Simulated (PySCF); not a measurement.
C5H4F4O2.
Numbering: `[O:1]=[C:2]([C@@H:3]1[O:4][CH2:5][C@@H:6]1[F:7])[C:8]([F:9])([F:10])[F:11]` (hydrogens: H12 on C3; H13, H14 on C5; H15 on C6)

All values: PBE0/pcSseg-1 and wB97X-D/def2-SVPD (PySCF, non-relativistic), on one gas-phase PBE0-D3(BJ)/def2-SVP geometry that isn't relaxed in the solvent. The solvent is an IEF-PCM continuum (cavity from Bondi-type radii × 1.2). Specific hydrogen bonds and non-electrostatic terms are outside this model.

Gas phase at PBE0/pcSseg-1: HOMO -8.03 eV, LUMO -2.00 eV, dipole 3.67 D.

What does the continuum do to the energy, the frontier levels and the dipole at PBE0/pcSseg-1 in chloroform?

| solvent | ε | E(solvent) − E(gas) (kJ/mol) | polarisation term (kJ/mol) | distortion of the solute (kJ/mol) | HOMO (eV) | LUMO (eV) | dipole (D) |
| --- | --- | --- | --- | --- | --- | --- | --- |
| chloroform | 4.711 | -21.52 | -23.77 | 2.25 | -7.92 | -1.96 | 4.29 |

The first energy column is the sum of the next two and covers electrostatics alone.

Which radius a makes the point-dipole formula ΔE = −[(ε − 1)/(2ε + 1)]·μ²/a³ give the value in chloroform, with the gas-phase dipole?

μ = 1.443 au and |ΔE| = 0.00820 Eh give a = 2.38 Å; the farthest nucleus lies 3.17 Å from the centroid of the nuclei, so such a sphere wouldn't even hold the nuclei. The formula assumes a rigid point dipole at the centre of a sphere.

Which Hirshfeld charges (PBE0/pcSseg-1) respond most in chloroform (means over atoms taken as equivalent)?

| atoms | environment | gas (e) | solvent (e) | change |
| --- | --- | --- | --- | --- |
| O1 | ketone oxygen | -0.193 | -0.212 | -0.019 |
| O4 | cyclic ether oxygen | -0.161 | -0.173 | -0.012 |
| H15 | methine hydrogen | +0.058 | +0.069 | +0.011 |
| H12 | methine hydrogen | +0.059 | +0.069 | +0.010 |
| F7 | alkyl fluorine | -0.099 | -0.108 | -0.009 |
| H14 | methylene hydrogen | +0.055 | +0.063 | +0.008 |
| C6 | sp3 C–F carbon | +0.066 | +0.071 | +0.005 |
| C2 | ketone carbonyl carbon | +0.134 | +0.138 | +0.004 |
| C3 | sp3 carbon bound to oxygen | +0.025 | +0.028 | +0.003 |
| C5 | sp3 carbon bound to oxygen | -0.001 | +0.002 | +0.003 |
| F9/F10/F11 | fluorine of a CF3 group | -0.079 | -0.081 | -0.002 |
| H13 | methylene hydrogen | +0.045 | +0.047 | +0.002 |

Which Mayer bond orders change most in chloroform?

| bond | length (Å) | gas | solvent | change |
| --- | --- | --- | --- | --- |
| O1–C2 | 1.197 | 2.056 | 2.036 | -0.020 |
| C6–F7 | 1.360 | 0.927 | 0.912 | -0.015 |
| O4–C5 | 1.430 | 0.917 | 0.905 | -0.012 |
| C2–C3 | 1.515 | 0.903 | 0.912 | +0.009 |
| C8–F10 | 1.320 | 1.035 | 1.028 | -0.007 |
| C3–H12 | 1.104 | 0.916 | 0.910 | -0.006 |
| C6–H15 | 1.100 | 0.948 | 0.943 | -0.005 |
| C3–O4 | 1.416 | 0.952 | 0.948 | -0.004 |

Gas phase at wB97X-D/def2-SVPD: HOMO -10.08 eV, LUMO -0.28 eV, dipole 3.78 D.

What does the continuum do to the energy, the frontier levels and the dipole at wB97X-D/def2-SVPD in chloroform?

| solvent | ε | E(solvent) − E(gas) (kJ/mol) | polarisation term (kJ/mol) | distortion of the solute (kJ/mol) | HOMO (eV) | LUMO (eV) | dipole (D) |
| --- | --- | --- | --- | --- | --- | --- | --- |
| chloroform | 4.711 | -21.85 | -24.50 | 2.65 | -9.96 | -0.24 | 4.48 |

How does the static polarisability (wB97X-D/def2-SVPD, frozen core, with the continuum's full static response) change?

```json
{"medium": "gas", "isotropic (au)": "65.0", "principal values (au)": "57.0, 63.7, 74.4", "⟨r²⟩ of the electrons (bohr²)": "1429.3"}
{"medium": "chloroform", "isotropic (au)": "77.4", "principal values (au)": "68.4, 75.1, 88.6", "⟨r²⟩ of the electrons (bohr²)": "1428.8"}
```

The isotropic value in chloroform is 1.19 times the gas-phase one; no cavity-field correction is applied. ⟨r²⟩ is taken about the centre of nuclear charge.

Shape of the structure used: `[O:1]=[C:2]([C@@H:3]1[O:4][CH2:5][C@@H:6]1[F:7])[C:8]([F:9])([F:10])[F:11]`: O1–C2–C3–O4 -167°, O1–C2–C8–F9 -129°.

wB97X-D is run here without its empirical dispersion term; that term would change no orbital, density or response property at a fixed geometry.
